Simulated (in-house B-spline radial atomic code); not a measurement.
## Solving the quasi-particle equation for 4s down of neutral manganese

Configuration [Ar] 3d5 4s2, highest spin, start PBE0; correlation leaves out the 2 deepest shells. Computed with an all-electron radial atomic-structure program (B-spline basis): all electrons, scalar-relativistic (spin-free one-electron X2C), finite nucleus, each spin shell either full or empty, empty states to l = 9 with an (l + 1/2)⁻⁴ tail; G0W0 by contour deformation at full frequency.

At the mean-field level ε = -5.11 eV the matrix elements are Σx = -8.514 eV, v_xc = -7.457 eV and Σc(ε) = -1.57 eV, and the slope of the correlation self-energy is dΣc/dω = -0.1187. The quasi-particle energy solves E = ε + Σx − v_xc + Σc(E).

Q: What does the linearised equation give?

A: Z = 1/(1 − dΣc/dω) = 1/1.1187 = 0.8939. The first-order shift is Σx − v_xc + Σc(ε) = -8.514 − (-7.457) + (-1.57) = -2.627 eV, so E ≈ ε + Z × shift = -5.11 + 0.8939 × (-2.627) = -7.458 eV.

Q: How does that compare with the full solution and with static screening?

A: Solving the equation at full frequency dependence gives E = -7.443 eV, where Σc = -1.276 eV and the weight is 0.874; the linearised value is off by 16 meV. Leaving Z out would give -7.737 eV. Static COHSEX puts -2.916 eV in place of Σc and gives -9.083 eV, 1.64 eV deeper. The tabulated removal energy is 7.434 eV (NIST, measured); the run leaves out spin-orbit coupling, Breit and QED terms.
